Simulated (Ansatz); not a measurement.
One geometry of the cluster MgI2, several levels of theory.

```yaml
crystal:
  periodic: [false, false, false]
  atoms:
    - {symbol: Mg, position_ang: [-1.576483, -2.188441, 0.591780]}
    - {symbol: I, position_ang: [1.637904, 2.273420, -0.615998]}
    - {symbol: I, position_ang: [-0.061431, -0.084979, 0.024218]}
basis:
  gaussian: {orbitals: def2-TZVPP, initial_orbitals: start.molden}
correlation: {method: ccsd_t}
scf: {omitted_lower_state_checks: [starts]}
output: {orbitals: {seedname: orbitals}}
```

The file start.molden holds the orbitals of an earlier run on this structure, at another level or in another basis.

```sh
$ ansatz run in.yaml --threads 4 --pin off --events-out ev --progress --plain --max-ram 3916MiB
```

Shortened log:

```
Functional definition: HF
1240 factors; integrals over basis functions are off by at most 4.1e-4 eV
mean field evaluation 1: about -21576.5454 eV, gradient 1.8e1 eV
mean field evaluation 2: about -21576.9312 eV, gradient 4.5e-1 eV
mean field evaluation 4: about -21576.9633 eV, gradient 2.7e-3 eV
mean field evaluation 8: about -21576.9633 eV, gradient 2.0e-6 eV
mean field evaluation 16: about -21566.8937 eV, gradient 2.7e1 eV
mean field evaluation 32: about -21550.1694 eV, gradient 1.6e0 eV
mean field evaluation 64: about -21562.0398 eV, gradient 2.9e1 eV
mean field evaluation 96: about -21571.1454 eV, gradient 7.4e-1 eV
mean field -21576.96326974 eV, -792.9387747719 hartree, gradient 2.0e-6 eV, S^2 0.000000; 0 other end points of the search recorded, 0 dependent functions left out; unrestricted orbitals would lower it
unrestricted determinant -21578.01998697 eV, -792.9776084140 hartree, S^2 0.9335
9 core orbitals not correlated: weight in the atoms' cores, before any rotation towards them, 1.000 or more for the frozen orbitals, at most 0.000 for the correlated occupied ones
reference -21576.96326974 eV, -792.9387747719 hartree; 22, 22 occupied and 101, 101 virtual orbitals, 1240 factors
second order -32.88913289 eV of doubles, -0.00000000 eV of singles
cycle   1  -30.51633036 eV  change     2.1e0 eV  update   1.2e-1
cycle   2  -31.18285480 eV  change   -6.7e-1 eV  update   5.3e-2
cycle   3  -31.38582507 eV  change   -2.0e-1 eV  update   2.5e-2
cycle   4  -31.33067518 eV  change    5.5e-2 eV  update   1.0e-2
cycle   5  -31.31727478 eV  change    1.3e-2 eV  update   6.0e-3
cycle   6  -31.32716264 eV  change   -9.9e-3 eV  update   2.5e-3
cycle   7  -31.32897274 eV  change   -1.8e-3 eV  update   7.4e-4
cycle   8  -31.32839602 eV  change    5.8e-4 eV  update   4.0e-4
cycle   9  -31.32839766 eV  change   -1.6e-6 eV  update   1.6e-4
cycle  10  -31.32858130 eV  change   -1.8e-4 eV  update   8.0e-5
cycle  11  -31.32843037 eV  change    1.5e-4 eV  update   3.7e-5
cycle  12  -31.32843920 eV  change   -8.8e-6 eV  update   1.2e-5
perturbative correction -0.87467371 eV, -0.0321436658 hartree
WARN: these amplitudes may be one of several solutions (largest doubles amplitude 0.24, level shift 0.36 eV)
Total energy: -21609.16638264 eV, -794.1222173431 hartree
Checks for a lower state left out: starts
```

Run time 13 s (4 threads of Arm Neoverse V1 on a shared host), peak host memory 0.76 GiB.

First input, but with `gaussian: {orbitals: def2-TZVP, initial_orbitals: start.molden}`, `hamiltonian: {xc: {name: wB97X-V}}` and without the key `correlation` (abridged; 3.4 s):

```
Functional definition: wB97X-V
mean field -21645.09575435 eV, -795.4425973993 hartree, gradient 1.4e-5 eV, S^2 0.000000
Total energy: -21645.09575259 eV, -795.4425973348 hartree
Checks for a lower state left out: starts
```

As the first input, with `gaussian: {orbitals: def2-TZVP, initial_orbitals: start.molden}`, `hamiltonian: {xc: pbe0, dispersion: d4}` and without the key `correlation` (abridged; 1.2 s):

```
Functional definition: PBE0
mean field -21645.23099223 eV, -795.4475673001 hartree, gradient 2.6e-5 eV, S^2 0.000000
Total energy: -21645.33212333 eV, -795.4512837992 hartree
Checks for a lower state left out: starts
```

As the first input, with `gaussian: {orbitals: def2-TZVP, initial_orbitals: start.molden}`, `hamiltonian: {xc: pbe, dispersion: d4}`, `output: {forces: true, orbitals: {seedname: orbitals}}` and without the key `correlation` (abridged; 1.1 s):

```
Functional definition: PBE
mean field -21643.64623446 eV, -795.3893285259 hartree, gradient 1.5e-5 eV, S^2 0.000000
Total energy: -21643.76335269 eV, -795.3936325417 hartree
Atom 0 force    -0.074053    -0.102710     0.028150 eV/Å
Atom 1 force    -0.033398    -0.046258     0.012946 eV/Å
Atom 2 force     0.107451     0.148968    -0.041096 eV/Å
Dipole moment:    -0.899118    -1.248203     0.337260 e Å
Checks for a lower state left out: starts
```

As the first input, with `gaussian: {orbitals: def2-TZVP, initial_orbitals: start.molden}`, `hamiltonian: {xc: {name: B3LYP}, dispersion: d4}` and without the key `correlation` (abridged; 1.2 s):

```
Functional definition: B3LYP
mean field -21653.23186466 eV, -795.7415939387 hartree, gradient 1.4e-5 eV, S^2 0.000000
Total energy: -21653.42867872 eV, -795.7488267218 hartree
Checks for a lower state left out: starts
```

As the first input, with `gaussian: {orbitals: def2-TZVP, initial_orbitals: start.molden}`, `hamiltonian: {xc: r2scan, dispersion: d4}` and without the key `correlation` (abridged; 2 s):

```
Functional definition: r2SCAN
mean field -21653.01368815 eV, -795.7335760996 hartree, gradient 1.3e-5 eV, S^2 0.000000
Total energy: -21653.03657040 eV, -795.7344170070 hartree
Checks for a lower state left out: starts
```

Geometry: r2SCAN-D4/def2-TZVP.

In the def2 sets I takes a core potential; there is no spin–orbit coupling. B3LYP takes the VWN-RPA correlation. Correlated methods freeze 9 core orbitals; core or outer-core shells of Mg, I are correlated, in sets that lack core-valence functions. At CCSD(T)/def2-TZVPP the program marks the result for the charge 0 singlet as doubtful (other roots). At CCSD(T)/def2-TZVPP the restricted singlet (for correlated methods, its reference) is unstable: a solution with broken spin symmetry lies lower. The restricted singlet is unstable towards broken spin symmetry in Hartree–Fock (as tested in another run); at ωB97X-V/def2-TZVP, PBE0-D4/def2-TZVP, PBE-D4/def2-TZVP, B3LYP-D4/def2-TZVP and others this wasn't settled. In the singlet, I2 and I3 lie 2.98 Å apart (atoms count from 1), so these atoms are partly bonded to each other. Another isomer (singlet) lies 3.11 eV lower at PBE0-D4/def2-TZVP; other spin states weren't run for this one.
